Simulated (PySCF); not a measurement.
Induced dipoles and field energies

C6H13BO2.
Cartesian coordinates in Å at the PBE0-D3(BJ)/def2-SVP level; atoms count from 1:
```xyz
22
C6H13BO2 angstrom
C      3.3013    0.4131   -1.1972
C      1.8828   -0.1321   -1.1940
C      0.8441    0.9128   -0.8149
C     -0.5742    0.3765   -0.7662
C     -1.6070    1.4392   -0.4254
C     -2.9718    0.8073   -0.2360
O     -2.9253   -0.2574    0.6900
B     -1.7707   -0.9488    0.8711
O     -0.6300   -0.6799    0.1842
H      3.5838    0.7950   -0.2028
H      3.4127    1.2452   -1.9115
H      4.0318   -0.3619   -1.4737
H      1.6374   -0.5412   -2.1902
H      1.8011   -0.9764   -0.4914
H      0.8717    1.7518   -1.5323
H      1.0854    1.3386    0.1754
H     -0.8210   -0.0565   -1.7556
H     -1.3025    1.9521    0.5037
H     -1.6462    2.2001   -1.2205
H     -3.3566    0.4270   -1.1994
H     -3.7007    1.5444    0.1355
H     -1.7582   -1.8421    1.6808
```

Level: wB97X-D/def2-SVPD (PySCF); nuclei fixed, core orbitals frozen in the response. Permanent dipole (0.255, 2.195, -1.914) D (1 au = 2.5417 D). Static polarisability (au):

```
x   103.66  -1.20  -5.93
y    -1.20  85.64  -5.63
z    -5.93  -5.63  82.15
```

Only the terms in μ and α are kept: μ(F) = μ + αF and ΔE = −μ·F − ½ F·αF.

(1) Apply 0.001 au along ±x, ±y and ±z in turn. Tabulate induced and total dipoles and both energy terms.

(2) For the field (0.0001, 0.0008, -0.0006) au, what is the induced dipole, and what angle does it make with the field?

(3) Which field along μ doubles the dipole in that direction (linear response)?

(4) What field makes μF equal to kT at 200 K?

(5) Induction energy −ᾱe²/2R⁴ of a unit charge at 14 Å, the molecule taken as a point?

## Answers

(1) 
| field along | induced x (D) | induced y (D) | induced z (D) | total size (D) | −μ·F (kJ/mol) | −½F·αF (kJ/mol) |
| --- | --- | --- | --- | --- | --- | --- |
| +x | 0.263 | -0.003 | -0.015 | 2.966 | -0.263 | -0.136 |
| −x | -0.263 | 0.003 | 0.015 | 2.905 | +0.263 | -0.136 |
| +y | -0.003 | 0.218 | -0.014 | 3.099 | -2.267 | -0.112 |
| −y | 0.003 | -0.218 | 0.014 | 2.754 | +2.267 | -0.112 |
| +z | -0.015 | -0.014 | 0.209 | 2.779 | +1.977 | -0.108 |
| −z | 0.015 | 0.014 | -0.209 | 3.076 | -1.977 | -0.108 |

(2) αF = (0.033, 0.182, -0.138) D, at 2.5° to the field. The polarisability along this direction, F·αF/F², is 90.44 au, against a mean of 90.48 au.

(3) The polarisability along the dipole is 90.34 au, so F = 1.1502 au / 90.34 au = 0.0127 au = 0.65 V/Å; higher-order terms are ignored.

(4) kT = 0.6334 × 10⁻³ Eh, so F = 0.000551 au = 2.83 MV/cm.

(5) R = 26.46 bohr, so the energy is −90.5/(2 × 26.46⁴) Eh = -0.242 kJ/mol. The charge–dipole term at its most favourable orientation, −μe/R², is -4.31 kJ/mol.

Isolated species at its PBE0-D3(BJ)/def2-SVP geometry (one conformer only).

These values come from a run that also computed excited states and ΔSCF ions. Hardware: an Intel Xeon 6975P-C with one thread, shared host with 192 logical CPUs at a one-minute load of 70. Cost: 7.8 min wall, 1.4 GiB resident at most.

The pairwise dispersion term of wB97X-D wasn't added to the energies; at a given geometry it leaves orbitals and properties as they are.
